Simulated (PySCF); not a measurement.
From computed data to an observable: chemical shift, span and skew from a shielding tensor

Mg(SH)(SiH3) (H4MgSSi), SMILES [SiH3][Mg][SH]. Atoms are numbered in the order given.

```xyz
7

Mg     0.0252     0.0990    -0.0840
S      0.5508     1.7593    -1.6049
H      1.4031     0.9391    -2.2683
Si    -0.5942    -1.7097     1.6351
H     -1.3227    -2.8695     1.0177
H     -1.4877    -1.1836     2.7226
H      0.6091    -2.2882     2.3241
```
Charge 0, spin multiplicity 1.

Geometry optimised at PBE-D3(BJ)/def2-TZVP. Other conformers were not sampled.

GIAO shieldings from PBE0/pcSseg-2 run with PySCF, non-relativistic, no solvent. The symmetric part of the tensor of Si4 has the principal values 475.6, 500.1, 500.4 ppm. The same nucleus in TMS has σ = 341.9 ppm at this level (PySCF, at its B3LYP-D3(BJ)/def2-TZVP geometry).

### Question
Work out the isotropic shielding, the ²⁹Si shift against TMS, the span and the skew.

### Answer

σ(iso) = (σ11 + σ22 + σ33)/3 = 492.0 ppm. δ = σ(ref) − σ(iso) = 341.9 − (492.0) = -150.1 ppm.
Span Ω = σ33 − σ11 = 24.8 ppm. Skew κ = 3(σ(iso) − σ22)/Ω = -0.98, an axial tensor. Tumbling in solution averages the tensor to δ; in a static solid the shielding alone would spread this spin-1/2 line over Ω.
